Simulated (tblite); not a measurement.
C₆H₁₀ClFO.
SMILES with atom numbers: `[CH3:1][CH2:2][C@@H:3]([CH3:4])[C@H:5]([F:6])[C:7](=[O:8])[Cl:9]` (hydrogens: H10, H11, H12 on C1; H13, H14 on C2; H15 on C3; H16, H17, H18 on C4; H19 on C5)

Structure optimised with GFN2-xTB, isolated species.

(1) Give the optimised bond lengths and angles.

Results:

(1) 
```json
{"bond": "C1–C2", "length (Å)": "1.525", "order": "single"}
{"bond": "C2–C3", "length (Å)": "1.533", "order": "single"}
{"bond": "C3–C4", "length (Å)": "1.528", "order": "single"}
{"bond": "C3–C5", "length (Å)": "1.543", "order": "single"}
{"bond": "C5–F6", "length (Å)": "1.369", "order": "single"}
{"bond": "C5–C7", "length (Å)": "1.511", "order": "single"}
{"bond": "C7=O8", "length (Å)": "1.188", "order": "double"}
{"bond": "C7–Cl9", "length (Å)": "1.748", "order": "single"}
{"bond": "C1–H10, C1–H11, C1–H12", "length (Å)": "1.087", "order": "single"}
{"bond": "C2–H13", "length (Å)": "1.091", "order": "single"}
{"bond": "C2–H14", "length (Å)": "1.092", "order": "single"}
{"bond": "C3–H15", "length (Å)": "1.095", "order": "single"}
{"bond": "C4–H16, C4–H17, C4–H18", "length (Å)": "1.087", "order": "single"}
{"bond": "C5–H19", "length (Å)": "1.099", "order": "single"}
```

Bonds in one row agree within 0.01 Å and their mean is given. Orders are formal, as drawn. A selection of angles:
```json
{"angle": "C1–C2–C3", "degrees": "113.7"}
{"angle": "C2–C3–C4", "degrees": "111.0"}
{"angle": "C2–C3–C5", "degrees": "110.8"}
{"angle": "C4–C3–C5", "degrees": "109.6"}
{"angle": "C3–C5–F6", "degrees": "110.6"}
{"angle": "C3–C5–C7", "degrees": "109.9"}
{"angle": "F6–C5–C7", "degrees": "111.8"}
{"angle": "C5–C7–O8", "degrees": "124.5"}
{"angle": "C5–C7–Cl9", "degrees": "114.3"}
{"angle": "O8–C7–Cl9", "degrees": "121.2"}
```

Torsions: C1–C2–C3–C4 172° (antiperiplanar); C2–C3–C5–F6 -63° (synclinal); C3–C5–C7–O8 -64° (synclinal).

Of the pairs four or more bonds apart, C7···H18 is among the closest relative to their van der Waals radii: 2.65 Å, 91 % of the sum of Bondi's values. The C–C distances run from 1.511 Å (C5–C7, drawn single) to 1.543 Å (C3–C5, drawn single), a spread of 0.032 Å.

Point group: C1 (no symmetry element, even within 0.4 Å). Its GFN2-xTB frequencies are all real (lowest 34 cm⁻¹). One conformer, not necessarily the lowest. 3 starts were optimised and ended at 0.00, 0.29 and 0.72 kcal/mol (GFN2-xTB); the lowest of these is shown.

All values are computed, not measured.
